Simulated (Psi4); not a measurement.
H3BO2S (SMILES OB(O)S), singlet, at a GFN2-xTB geometry; B3LYP/pcseg-3 (Psi4).

Psi4 was given this input:
```
memory 2 GB

molecule mol {
0 1
B    -0.357116    0.234094   -0.145035
O    -1.524347   -0.365814   -0.451600
H    -2.256876    0.169604   -0.755878
O    -0.096731    1.561595   -0.223101
H    -0.792150    2.148220   -0.521575
S     0.996104   -0.825989    0.425775
H     1.865568    0.161275    0.587831
}

set {
  basis pcseg-3
  reference rks
}

energy('b3lyp')
print_variables()
```

The log (banner, timings and long lists left out):

```
   => Loading Basis Set <=

    Name: PCSEG-3
    Role: ORBITAL
    Keyword: BASIS

         ---------------------------------------------------------
                                   SCF
               by Justin Turney, Rob Parrish, Andy Simmonett
                          and Daniel G. A. Smith
                              RKS Reference
         ---------------------------------------------------------

  ==> Geometry <==

    Molecular point group: c1
    Full point group: C1

    Geometry (in Angstrom), charge = 0, multiplicity = 1:

       Center              X                  Y                   Z               Mass
    ------------   -----------------  -----------------  -----------------  -----------------
         B           -0.367298567383     0.262383797656    -0.151822267957    11.009305360000
         O           -1.534529567383    -0.337524202344    -0.458387267957    15.994914619570
         H           -2.267058567383     0.197893797656    -0.762665267957     1.007825032230
         O           -0.106913567383     1.589884797656    -0.229888267957    15.994914619570
         H           -0.802332567383     2.176509797656    -0.528362267957     1.007825032230
         S            0.985921432617    -0.797699202344     0.418987732043    31.972071174400
         H            1.855385432617     0.189564797656     0.581043732043     1.007825032230

  Running in c1 symmetry.

  Rotational constants: A =      0.32944  B =      0.15605  C =      0.10589 [cm^-1]
  Rotational constants: A =   9876.35291  B =   4678.39202  C =   3174.59707 [MHz]
  Nuclear repulsion =  149.087439794876730

  Charge       = 0
  Multiplicity = 1
  Electrons    = 40
  Nalpha       = 20
  Nbeta        = 20

  ==> Algorithm <==

  SCF Algorithm Type is DF.
  DIIS enabled.
  MOM disabled.
  Fractional occupation disabled.
  Guess Type is SAD.
  Energy threshold   = 1.00e-06
  Density threshold  = 1.00e-06
  Integral threshold = 1.00e-12

  ==> Primary Basis <==

  Basis Set: PCSEG-3
    Blend: PCSEG-3
    Number of shells: 99
    Number of basis functions: 343
    Number of Cartesian functions: 422
    Spherical Harmonics?: true
    Max angular momentum: 4

  ==> DFT Potential <==

   => LibXC <=

    Version 7.1.2
    S. Lehtola, C. Steigemann, M. J. T. Oliveira, and M. A. L. Marques,  SoftwareX 7, 1–5 (2018) (10.1016/j.softx.2017.11.002)

   => Composite Functional: B3LYP <=

    B3LYP Hyb-GGA Exchange-Correlation Functional

    P. J. Stephens, F. J. Devlin, C. F. Chabalowski, and M. J. Frisch,  J. Phys. Chem. 98, 11623 (1994) (10.1021/j100096a001)

    Deriv               =              1
    GGA                 =           TRUE
    Meta                =          FALSE

    Exchange Hybrid     =           TRUE
    MP2 Hybrid          =          FALSE

   => Exchange Functionals <=

    0.0800   Slater exchange
    0.7200         Becke 88

   => Exact (HF) Exchange <=

    0.2000               HF

   => Correlation Functionals <=

    0.1900   Vosko, Wilk & Nusair (VWN5_RPA)
    0.8100   Lee, Yang & Parr

   => LibXC Density Thresholds  <==

    XC_HYB_GGA_XC_B3LYP:  1.00E-15

   => Molecular Quadrature <=

    Radial Scheme          =       TREUTLER
    Pruning Scheme         =           NONE
    Nuclear Scheme         =       TREUTLER

    Blocking Scheme        =         OCTREE
    BS radius alpha        =              1
    Pruning alpha          =              1
    Radial Points          =             75
    Spherical Points       =            302
    Total Points           =         152734
    Total Blocks           =           1195
    Max Points             =            256
    Max Functions          =            315
    Weights Tolerance      =       1.00E-15

   => Loading Basis Set <=

    Name: (PCSEG-3 AUX)
    Role: JKFIT
    Keyword: DF_BASIS_SCF

  ==> Integral Setup <==

  SCF_SUBTYPE=INCORE selected. In-core MEM_DF algorithm will be used.
  Using in-core AOs.

  ==> MemDFJK: Density-Fitted J/K Matrices <==

    J tasked:                   Yes
    K tasked:                   Yes
    wK tasked:                   No
    Algorithm:                 Core
    Schwarz Cutoff:           1E-12
    Mask sparsity (%):       5.8938
    Fitting Condition:        1E-10

   => Auxiliary Basis Set <=

  Basis Set: (PCSEG-3 AUX)
    Blend: DEF2-UNIVERSAL-JKFIT
    Number of shells: 131
    Number of basis functions: 411
    Number of Cartesian functions: 490
    Spherical Harmonics?: true
    Max angular momentum: 4

  Minimum eigenvalue in the overlap matrix is 5.2774209232E-05.
  Reciprocal condition number of the overlap matrix is 5.9768221082E-06.
    Using symmetric orthogonalization.

  ==> Pre-Iterations <==

  SCF Guess: Superposition of Atomic Densities via on-the-fly atomic UHF (no occupation information).

   -------------------------
    Irrep   Nso     Nmo
   -------------------------
     A        343     343
   -------------------------
    Total     343     343
   -------------------------

  ==> Iterations <==

                           Total Energy        Delta E     RMS |[F,P]|

   @DF-RKS iter SAD:  -574.97559702872059   -5.74976e+02   0.00000e+00
   @DF-RKS iter   1:  -575.16638010042834   -1.90783e-01   3.09768e-03 DIIS/ADIIS
   @DF-RKS iter   2:  -574.50337330080902    6.63007e-01   4.84673e-03 DIIS/ADIIS
   @DF-RKS iter   3:  -575.56334075231098   -1.05997e+00   3.82281e-04 DIIS/ADIIS
   @DF-RKS iter   4:  -575.56888577818495   -5.54503e-03   1.68205e-04 DIIS/ADIIS
   @DF-RKS iter   5:  -575.57039407401783   -1.50830e-03   2.46273e-05 DIIS
   @DF-RKS iter   6:  -575.57042043344211   -2.63594e-05   1.34611e-05 DIIS
   @DF-RKS iter   7:  -575.57042793480468   -7.50136e-06   4.25115e-06 DIIS
   @DF-RKS iter   8:  -575.57042867608413   -7.41279e-07   6.22870e-07 DIIS
  Energy and wave function converged.

  ==> Post-Iterations <==

   Electrons on quadrature grid:
      Ntotal   =   40.0000440535 ; deviation = 4.405e-05

    Orbital Energies [Eh]
    ---------------------

    Doubly Occupied:

[...]
    Virtual:

[...]
    Final Occupation by Irrep:
              A
    DOCC [    20 ]
    NA   [    20 ]
    NB   [    20 ]

  @DF-RKS Final Energy:  -575.57042867608413

   => Energetics <=

    Nuclear Repulsion Energy =            149.0874397948767296
    One-Electron Energy =               -1089.3134981962866732
    Two-Electron Energy =                 403.5577323378467440
    DFT Exchange-Correlation Energy =     -38.9021026125208209
    Empirical Dispersion Energy =           0.0000000000000000
    VV10 Nonlocal Energy =                  0.0000000000000000
    Total Energy =                       -575.5704286760840205

Computation Completed

Properties will be evaluated at   0.000000,   0.000000,   0.000000 [a0]

Properties computed using the SCF density matrix

 Multipole Moments:

 ------------------------------------------------------------------------------------
     Multipole            Electronic (a.u.)      Nuclear  (a.u.)        Total (a.u.)
 ------------------------------------------------------------------------------------

 L = 1.  Multiply by 2.5417464519 to convert [e a0] to [Debye]
 Dipole X            :         -0.0435286           -0.7696868           -0.8132154
 Dipole Y            :         -1.1440322            2.1383856            0.9943534
 Dipole Z            :          0.1261868           -0.5130526           -0.3868658
 Magnitude           :                                                    1.3415376

 ------------------------------------------------------------------------------------

  Variable Map:
  ----------------------------------------------------------------------------
[...]
  Array Variable Map:
  ----------------------------------------------------------------------------
[...]
[...]
```
